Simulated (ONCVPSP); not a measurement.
Plane-wave convergence, ONCV potential for Ho (Z = 67)

| Item | Value |
| --- | --- |
| Element | Ho (Z = 67) |
| Generator | ONCVPSP 4.0.1 |
| Type | optimised norm-conserving Vanderbilt (ONCV) |
| Functional | PBE |
| Relativity | scalar-relativistic |
| Frozen core | [Kr] 4d10 |
| Valence charge | 21 |
| Reference configuration | 4f11 5s2 5p6 (charge +2) |
| Partial waves | 5s: rc 2.20 bohr, ncon 4, nbas 7, qcut 6.6 1/bohr, 2 projectors, debl 4 Ha; 5p: rc 2.40 bohr, ncon 5, nbas 9, qcut 5.4 1/bohr, 2 projectors, debl 1.4 Ha; d scattering state at 0.4 Ha: rc 2.00 bohr, ncon 3, nbas 7, qcut 5.7 1/bohr, 2 projectors, debl 2.9 Ha; 4f: rc 1.40 bohr, ncon 5, nbas 10, qcut 14.7 1/bohr, 2 projectors, debl 0.6 Ha |
| Local potential | polynomial inside 1.10 bohr (lpopt 3, dvloc0 7 Ha) |
| Core correction | polynomial model core, fcfact 0.6 |

In the s channel the program set the typed energies aside and used -2.376, 0.050 Ha. In the p channel the program set the typed energies aside and used -1.473, 0.250 Ha. In the d channel the program set the typed energies aside and used 0.050, 2.950 Ha. In the f channel the program set the typed energies aside and used -0.635, 0.250 Ha.

Problem. For each optimised wave give the share of its norm inside rc, the residual kinetic energy above qcut (Ha) and the cutoffs (Ha) for errors of 10, 1, 0.1 and 0.01 mHa per electron.

Solution.

| wave | norm inside rc | residual KE | 10 mHa | 1 mHa | 0.1 mHa | 0.01 mHa |
| --- | --- | --- | --- | --- | --- | --- |
| 5s | 0.969 | 9.6e-08 | 8.7 | 12.5 | 15.2 | 17.5 |
| s projector 2 | 0.094 | 2.1e-07 | 7.4 | 12.4 | 15.6 | 18.3 |
| 5p | 0.935 | 4.3e-06 | 5.9 | 7.6 | 9.0 | 12.3 |
| p projector 2 | 0.100 | 1.3e-05 | 5.1 | 6.8 | 9.5 | 15.5 |
| d projector 1 | 0.161 | 2.1e-07 | 6.6 | 9.3 | 11.6 | 13.5 |
| d projector 2 | 0.077 | 1.3e-05 | 8.9 | 11.7 | 14.1 | 17.8 |
| 4f | 0.883 | 1.8e-06 | 73.9 | 84.9 | 93.3 | 100.3 |
| f projector 2 | 0.040 | 1.2e-07 | 61.5 | 75.5 | 86.8 | 95.5 |

The occupied waves need 85 Ha and 93 Ha for 1 and 0.1 mHa. 3 of 4 tests not solved or not reliable.
